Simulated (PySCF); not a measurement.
Property card for `c1c2sc(cc2sc1)S[SiH3]`

C6H6S3Si.
Geometry (PBE0-D3(BJ)/def2-SVP, Å), atoms numbered from 1 in this order:
```
atom  x, y, z in Å
Si1    3.616   -0.889    0.422
S2     2.652    0.072   -1.254
C3     0.998   -0.020   -0.652
C4     0.308    0.952    0.032
C5    -1.018    0.533    0.313
S6    -2.378    1.231    1.120
C7    -3.327   -0.185    0.819
C8    -2.653   -1.160    0.135
C9    -1.324   -0.745   -0.157
S10    0.033   -1.445   -0.962
H11    5.070   -0.917    0.088
H12    3.095   -2.275    0.597
H13    3.385   -0.107    1.671
H14    0.751    1.909    0.307
H15   -4.357   -0.220    1.173
H16   -3.090   -2.118   -0.144
```

Some functional groups and rings: aromatic ring with sulfur and Si–H bond.

**PBE0-D3(BJ)/def2-SVP geometry optimisation, gas phase (PySCF)**

| Quantity | Value |
| --- | --- |
| Point group | C1 |
| Rotational constants A, B, C | 1.871, 0.407, 0.374 GHz |

B3LYP/def2-SVPD ground state, ΔSCF and vertical TDDFT (core frozen in the response) (PySCF):

| Item | Value |
| --- | --- |
| Dipole moment | 1.48 D |
| HOMO energy | -6.23 eV |
| LUMO energy | -1.44 eV |
| HOMO–LUMO gap | 4.79 eV |
| Lowest singlet excitation | 4.49 eV (276 nm, f = 0.401) |
| Strongest line among the 10 lowest singlet transitions | S1 at 4.49 eV (276 nm, f = 0.401) |
| Lowest triplet excitation (Tamm–Dancoff) | 3.10 eV |
| Static isotropic polarisability | 160.9 au |
| Vertical ionisation energy | 7.93 eV |
| Electronic spatial extent ⟨r²⟩ about the centre of nuclear charge | 2914 bohr² |

**PBE0/pcSseg-1 ground state and GIAO shieldings, non-relativistic (PySCF)**

| Property | Result |
| --- | --- |
| Lowest Hirshfeld atomic charge | -0.08 e on C4/C7/C8 |
| Highest Hirshfeld atomic charge | +0.29 e on Si1 |
| 13C chemical shifts (computed TMS as zero) by class | 148.3 (C9), 143.7 (C5), 142.1 (C3), 135.4 (C7), 133.4 (C4), 124.2 (C8) ppm |
| 1H chemical shifts (computed TMS as zero) by class | 7.44 (H14), 7.25 (H15), 7.21 (H16), 4.67 (H11/H12/H13) ppm |
| Isotropic shieldings of nuclei other than C and H, by class | 390 (Si1), 288 (S10), 318 (S6), 625 (S2) ppm |
| Mayer bond orders between heavy atoms | Si1–S2 0.91, S2–C3 1.07, C3–C4 1.50, C4–C5 1.21, C5–S6 1.09, S6–C7 1.14, C7–C8 1.60, C8–C9 1.21, C9–S10 1.08, S10–C3 1.07, C9–C5 1.39 |

Monoisotopic mass from the formula: 201.9401 u.

S1 lies 0.30 eV below the HOMO–LUMO gap; its leading configuration is HOMO→LUMO, weight 0.95. The largest Löwdin shares of the HOMO are 0.18 on C3, 0.18 on C7, 0.12 on C4 and 0.11 on C8. The dipole equals about 4.9 × 10⁻³⁰ C·m (1 D = 3.33564 × 10⁻³⁰ C·m). With B = h/(8π²I), that is 505.379 GHz u Å² over I, the principal moments of inertia are 270.1, 1241.8 and 1350.9 u Å² (most abundant isotopes). The vertical singlet–triplet gap S1 − T1 is 1.39 eV (TDDFT singlet less Tamm–Dancoff triplet; S1: HOMO→LUMO, weight 0.95; T1: HOMO→LUMO, weight 0.94).

 NMR classes are plain means over equivalent atoms (diastereotopic ones count apart unless rotation or inversion swaps them), as if these changed places fast; in this geometry the members of some classes differ.

For the geometry optimisation (PBE0-D3(BJ)/def2-SVP), time: 8.7 min wall; peak memory 0.89 GiB. Hardware: one thread, Intel Xeon at 2.50 GHz (x86_64), shared host with 64 logical CPUs at a one-minute load of 63.

One conformer stands for the species.
